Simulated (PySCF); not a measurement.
# Electron correlation in Cs⁺ (caesium, charge +1)

[Xe], closed-shell 1S. All numbers are calculated (PySCF 2.14, the spin-free X2C one-electron Hamiltonian (Gaussian nucleus), in ANO-RCC-VTZP (8s7p4d2f1g, 72 functions)). Frozen: [Kr] 4d10; 8 electrons correlated.

| level | correlation energy (mhartree) |
| --- | --- |
| CCSD | -160.92 |
| (T) | -3.96 |
| CCSD(T) | -164.88 |

Diagnostics: T1 = 0.0016, D1 = 0.0042, largest double amplitude 0.040.

Is a single reference adequate?

Yes, within this model without spin-orbit coupling: T1 lies below 0.03 and no double amplitude reaches 0.07.
